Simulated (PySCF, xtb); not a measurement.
Ge₂H₆Te, SMILES [GeH3][Te][GeH3].

GFN2-xTB (xtb 6.7.1) at its own geometry gives an orbital gap of 4.52 eV and a dipole moment of 0.06 D.

Geometry optimised at B3LYP-D3(BJ)/def2-SVP. The structure was generated by enumeration, and PubChem lists no compound with its InChIKey, so it may never have been made. The def2 effective core potentials stand for the cores of Te; spin–orbit coupling is left out.

Problem. What does ωB97X/def2-TZVP in PySCF give? (An estimate is asked for; the answer gives what the named calculation found.)

Solution. gap 9.36 eV (levels -8.48 and 0.88 eV), dipole 0.85 D.
